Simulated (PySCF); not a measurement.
Species: [SiI3]- (charge -1).
Bonds: Si1–I2, Si1–I3, Si1–I4.

Computed with PBE0-D3(BJ)/def2-SVP geometry optimisation, gas phase, def2 core potentials past Kr in PySCF 2.14.0.

Q: Give the optimised bond lengths and angles.

A: 
| bond | length (bohr) |
| --- | --- |
| Si1–I2, Si1–I3, Si1–I4 | 4.965 |

Bonds in one row agree within 0.02 bohr and their mean is given. A selection of angles:
| angle | degrees |
| --- | --- |
| I2–Si1–I3 | 99.9 |

Si1 (silicon bonded to 3 I) is pyramidal (angles 100.0°, 99.9° and 99.8°, sum 299.7°, 1.23 Å off the plane of its three neighbours). All 3 I–Si bonds measure 2.627 to 2.628 Å.

Point group: C3v (tolerance 0.08 Å). Stationary, but not proved a minimum.

***

CBr4.
Numbering: `[Br:1][C:2]([Br:3])([Br:4])[Br:5]`

The calculation used PBE0-D3(BJ)/def2-SVP geometry optimisation, gas phase (PySCF).

(1) Give the optimised bond lengths and angles.

Answers

(1) 
```
                   bond  length (Å)
Br1–C2 and 3 like bonds       1.934
```

Bonds in one row agree within 0.01 Å and their mean is given. A selection of angles:
```
     angle  degrees
Br1–C2–Br3    109.4
```

All 4 Br–C bonds measure 1.934 to 1.935 Å.

Point group: Td (every atom within 0.08 Å of its image). Whether it is a minimum is left open (no frequencies).

***

Species: difluoroacetylene, C₂F₂.
Bonds: F1–C2, C2–C3 (triple), C3–F4.

Computed geometry: GFN2-xTB, gas phase.

Task: Give the optimised bond lengths and angles.

Result: 
```csv
bond,length (pm)
"F1–C2, C3–F4",128.4
C2≡C3,119.8
```

Bonds in one row agree within 1 pm and their mean is given. A selection of angles:
```csv
angle,degrees
F1–C2–C3,162.5
```

Torsions: F1–C2–C3–F4 180° (antiperiplanar).

C2 (alkyne carbon) is bent (angle 162.5°). The 4 heavy atoms lie in one plane (0.001 Å rms).

Stationary, but not proved a minimum.
